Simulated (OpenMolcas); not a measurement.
## Ti2+, Zr2+, Hf2+: d² down the group

| Property | Result |
| --- | --- |
| Program | OpenMolcas |
| Method | SS-RASPT2, IPEA 0.25 Eh, imaginary shift 0.1 Eh |
| Basis | ANO-RCC-VTZP |
| Scalar Hamiltonian | DKH2, point nucleus |
| Spin-orbit coupling | RASSI with atomic mean-field integrals over the reference wave functions, term energies averaged over their components |

Active space for each ion: 8 electrons in 8 orbitals (RAS1 p, at most 2 holes; RAS2 d); closed shells correlated by CASPT2: Ti2+ 3s; Zr2+ 4s; Hf2+ 5s.

Computed levels in cm-1 above ³F₂:

| Level | Ti2+ | Zr2+ | Hf2+ |
| --- | --- | --- | --- |
| ³F₃ | 215 | 767 | 3450 |
| ³F₄ | 492 | 1666 | 6700 |
| ¹D₂ | 8620 | 6430 | 10140 |
| ³P₀ | 11010 | 8250 | 9680 |
| ³P₁ | 11080 | 8560 | 11600 |
| ³P₂ | 11230 | 9180 | 15360 |
| ¹G₄ | 14730 | 11340 | 15480 |
| ¹S₀ | 31730 | 23380 | 29250 |
| weight of ³F in the lowest level (%) | 100 | 99 | 94 |

Mixed levels, with the weight of the term that names them: Hf2+ ¹D₂ (58 %), Hf2+ ³P₂ (63 %).

Measured, with the error of the calculation in %. Measured levels: Ti2+ from Corliss and Sugar, J. Phys. Chem. Ref. Data 8, 1 (1979); Zr2+ from Moore, Atomic Energy Levels, vol. II, NSRDS-NBS 35 (1971 reprint of NBS Circular 467, 1952); NIST levels as listed in Rynkun, Gaigalas and Jonsson, Astron. Astrophys. 637, A10 (2020).

```json
{"Level": "³F₃", "Ti2+": "185 (+16.1)", "Zr2+": "681 (+12.7)"}
{"Level": "³F₄", "Ti2+": "420 (+17.1)", "Zr2+": "1486 (+12.1)"}
{"Level": "¹D₂", "Ti2+": "8474 (+1.7)", "Zr2+": "5742 (+12.0)"}
{"Level": "³P₀", "Ti2+": "10538 (+4.4)", "Zr2+": "8062 (+2.4)"}
{"Level": "³P₁", "Ti2+": "10604 (+4.5)", "Zr2+": "8326 (+2.8)"}
{"Level": "³P₂", "Ti2+": "10721 (+4.8)", "Zr2+": "8838 (+3.9)"}
{"Level": "¹G₄", "Ti2+": "14398 (+2.3)", "Zr2+": "11049 (+2.6)"}
{"Level": "¹S₀", "Ti2+": "32476 (-2.3)", "Zr2+": "23979 (-2.5)"}
```

The fine-structure level ³F₄ changes by a factor of 13.6 from Ti2+ to Hf2+.

Without spin-orbit coupling ¹D lies 8350, 5520, 7020 cm-1 above ³F in that order; the difference to the level ¹D₂, of either sign, comes from spin-orbit coupling, which also lowers the zero.

CASPT2 breaks the degeneracy within a term, and the mean is taken; among the terms shown or strongly mixed into the levels shown the widest spread is 490 cm-1 (4d² ¹G, Zr2+). Active for correlation alone: 3p; no level in the range computed is led by a configuration that opens it, so any true level of that kind is missing (holds for Ti2+). Active for correlation alone: 4p; no level in the range computed is led by a configuration that opens it, so any true level of that kind is missing (holds for Zr2+). Active for correlation alone: 5p; no level in the range computed is led by a configuration that opens it, so any true level of that kind is missing (holds for Hf2+). Measured partners are found by configuration, term and J. A level has none where our copy of the source lacks it or the pairing is in doubt (some pairs that miss far off the trend of their configuration count as doubtful), and it then counts in no deviation. Only configurations of the active space appear.
